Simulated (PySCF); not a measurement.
Ligands exchanged one at a time, Sn OH-OCH3. All species are isolated molecules in the gas phase. One relaxed conformer stands for each flexible species; it need not be the lowest. Strings in code marks are SMILES.

The LUMO from two functionals at the same geometries (PBE0-D4/def2-SVP), both in PySCF: PBE-D3(BJ)/def2-TZVP and B3LYP-D3(BJ)/def2-TZVP. B3LYP has the VWN-RPA correlation part, as in Gaussian. 

```
species                                                  PBE-D3(BJ)/def2-TZVP (eV)  B3LYP-D3(BJ)/def2-TZVP (eV)
-------------------------------------------------------  -------------------------  ---------------------------
1 of 4 OH replaced by OCH3 (`C[O][Sn]([OH])([OH])[OH]`)                      -2.77                        -2.16
2 of 4 OH replaced by OCH3 (`C[O][Sn]([OH])([OH])[O]C`)                      -2.73                        -2.10
3 of 4 OH replaced by OCH3 (`C[O][Sn]([OH])([O]C)[O]C`)                      -2.69                        -2.03
4 of 4 OH replaced by OCH3 (`C[O][Sn]([O]C)([O]C)[O]C`)                      -2.65                        -1.97
```

Over these rows, drawn at random from the members with no instability flagged (it was tested for open shells, ions and some series alone), PBE minus B3LYP-D3(BJ): mean -0.65 eV, from -0.68 eV to -0.61 eV.
